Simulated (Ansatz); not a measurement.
H2BrGaO (SMILES [OH][GaH][Br]), singlet, at a GFN2-xTB geometry (such geometries of metal compounds can be far from the true shape).

The Ansatz (a first-principles code) input:
Ansatz 0.2 input:
```yaml
crystal:
  periodic: [false, false, false]
  atoms:
    - {symbol: Ga, position_ang: [-0.33951701, -0.89868378, -0.03758231]}
    - {symbol: H, position_ang: [-1.47385176, -1.58660768, -0.79077554]}
    - {symbol: Br, position_ang: [0.15018457, 1.29602738, -0.22701293]}
    - {symbol: O, position_ang: [0.72477366, -1.67595019, 1.05488608]}
    - {symbol: H, position_ang: [0.94422972, -2.50755222, 1.46219103]}
basis:
  gaussian:
    orbitals: cc-pVDZ
hamiltonian:
  xc: pbe
```

Q: Estimate the total energy that PBE/cc-pVDZ (Ansatz) returns for this input.

A: -4574.6805 Eh

Q: What is the computed number of basis functions (PBE/cc-pVDZ)?

A: 78
